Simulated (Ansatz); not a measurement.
# Ligand exchange: CH4O2Si + SiH3(SiH3) → Si2H4O2 + SiH3(CH3)

Species: CH4O2Si `CO[Si]O`, singlet; SiH3(SiH3), singlet; Si2H4O2 `O[Si]O[SiH3]`, singlet; SiH3(CH3) (methylsilane), singlet. The partners trade CH3 for SiH3: O–CH3 and Si–SiH3 bonds give way to O–SiH3 and Si–CH3.

Shapes, held fixed at every level: PBE0-D4/def2-TZVP. Flexible molecules stand in one conformer, not always the lowest. Programs: Ansatz 0.2.0. The zero-point and thermal change to 298 K, harmonic and unscaled (PBE0-D4/def2-TZVP), is -1.4 kJ/mol.

```json
{"level": "SPW92/def2-TZVPP", "kind": "LDA", "ΔH(298 K) (kJ/mol)": "-164.5", "less CCSD(T)/CBS estimate": "+29.2", "CPU time (sum over the molecules)": "8.2 s"}
{"level": "PBE-D4/def2-TZVPP", "kind": "GGA", "ΔH(298 K) (kJ/mol)": "-164.4", "less CCSD(T)/CBS estimate": "+29.3", "CPU time (sum over the molecules)": "14 s"}
{"level": "r2SCAN-D4/def2-TZVPP", "kind": "meta-GGA", "ΔH(298 K) (kJ/mol)": "-184.9", "less CCSD(T)/CBS estimate": "+8.8", "CPU time (sum over the molecules)": "25 s"}
{"level": "B3LYP-D4/def2-TZVPP", "kind": "global hybrid", "ΔH(298 K) (kJ/mol)": "-186.8", "less CCSD(T)/CBS estimate": "+6.9", "CPU time (sum over the molecules)": "21 s"}
{"level": "B2PLYP/def2-TZVPP", "kind": "double hybrid", "ΔH(298 K) (kJ/mol)": "-193.9", "less CCSD(T)/CBS estimate": "-0.2", "CPU time (sum over the molecules)": "28 s"}
{"level": "MP2/def2-SVP", "kind": "perturbation theory", "ΔH(298 K) (kJ/mol)": "-184.3", "less CCSD(T)/CBS estimate": "+9.4", "CPU time (sum over the molecules)": "–"}
{"level": "CCSD/def2-TZVPP", "kind": "coupled cluster or CI", "ΔH(298 K) (kJ/mol)": "-193.3", "less CCSD(T)/CBS estimate": "+0.4", "CPU time (sum over the molecules)": "–"}
{"level": "CCSD(T)/CBS estimate", "kind": "coupled cluster or CI", "ΔH(298 K) (kJ/mol)": "-193.7", "less CCSD(T)/CBS estimate": "0.0", "CPU time (sum over the molecules)": "3.3 min"}
```

The highest level, CCSD(T)/CBS estimate, gives ΔH(298 K) = -193.7 kJ/mol; the levels span -193.9 to -164.4. The column of differences is taken from that level and isn't an error. No measured value is set beside it here. The CBS estimate extrapolates MP2 from def2-TZVPP and def2-QZVPP and adds CCSD(T) − MP2 in the triple-zeta set, cores frozen. Times are processor times on shared x86 and Arm servers, and rough.
